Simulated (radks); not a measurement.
Values are calculated unless marked as measured or tabulated.
How relativity changes the ionisation of the samarium ion Sm25+ ([Kr] 4d1) to Sm26+ ([Kr]). Spin-unpolarised spherical Kohn-Sham, BLYP, point nucleus unless stated (finite: rms radius 5.0819 fm), a radial shooting solver on a logarithmic mesh with Libxc functionals. A level marked "c x" has the speed of light scaled by that factor and shares open shells by 2j + 1; other Dirac levels either fill j = l - 1/2 first or share by 2j + 1.

| level | E(Sm25+) (hartree) | E(Sm26+) (hartree) | IE (eV) | HOMO | <r> HOMO (bohr) |
|---|---|---|---|---|---|
| non-rel. | -9751.2453 | -9721.0565 | 821.48 | 4d | 0.5596 |
| scalar-rel. | -10141.4200 | -10111.2998 | 819.61 | 4d | 0.5590 |
| scalar-rel., finite nucleus | -10140.7353 | -10110.6150 | 819.61 | 4d | 0.5590 |
| Dirac, 2j+1 shares | -10148.7368 | -10118.6226 | 819.45 | 4d5/2 | 0.5613 |
| Dirac, low j first | -10148.8968 | -10118.6226 | 823.80 | 4d3/2 | 0.5557 |
| Dirac, 2j+1 shares, finite nucleus | -10148.0484 | -10117.9340 | 819.45 | 4d5/2 | 0.5613 |
| Dirac, c x 1.5 | -9917.6437 | -9887.4847 | 820.67 | 4d5/2 | 0.5603 |
| Dirac, c x 2 | -9843.0275 | -9812.8549 | 821.04 | 4d5/2 | 0.5600 |
| Dirac, c x 10 | -9754.8319 | -9724.6437 | 821.46 | 4d5/2 | 0.5596 |

NIST Atomic Spectra Database: 822 eV (theoretical). The relativistic part of the total energy of Sm25+ is -396.8 hartree (Dirac, 2j+1 shares, finite nucleus), 4.1 % of the non-relativistic value. Spin polarisation and multiplet splitting of open shells are left out at every level.

Beside tabulated values, note that relativity, absent from the non-relativistic runs, is large for the heavy elements, and spin-unpolarised runs miss the spin-polarisation part of the exchange energy of open shells.
